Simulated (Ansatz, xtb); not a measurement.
Pulling on the C4–H7 bond in C2H6Zn (SMILES C[CH2][ZnH]) (multiplicity 1 held, fragments rigid). Energies count from the point at 1.092 Å.
Geometry at that point (charge 0, multiplicity 1):
```xyz
9

Zn    -0.1040     0.1481     0.8335
H     -0.3450     0.8644     2.1845
C      0.2022    -0.7601    -0.8850
C      0.1842     0.1511    -2.1212
H     -0.5549    -1.5440    -0.9868
H      1.1618    -1.2826    -0.8191
H      0.9537     0.9247    -2.0678
H     -0.7747     0.6615    -2.2367
H      0.3601    -0.4128    -3.0427
```

R- and RO- levels are restricted; in cc, def2 and unpolarised 6-31G sets they are followed outwards from rest. Unrestricted levels (U-) break spin symmetry where that is lower. Levels need not reach the same state.

Correlated levels freeze the cores.

The values were computed with Ansatz (a program for electronic structure) with Gaussian orbitals; xtb for the GFN methods. Each number belongs to the level named beside it. The GFN methods have no spin term and hold the electronic entropy of 300 K.

**Question.** One of these levels gives 4.783 eV for the energy at R = 3.496 Å. Which one is it?
(A) GFN2-xTB
(B) R-HF/def2-SVP
(C) U-SCS-MP2/def2-SVP
(D) R-MP2/def2-SVP

**Answer.** C, U-SCS-MP2/def2-SVP. The others give 5.408 (GFN2-xTB), 7.803 (R-HF/def2-SVP), 6.459 (R-MP2/def2-SVP)

Doubts at one or more of the structures used: a restricted determinant that unrestricted orbitals would lower (R-HF/def2-SVP, R-MP2/def2-SVP); a spin-contaminated determinant (U-SCS-MP2/def2-SVP).
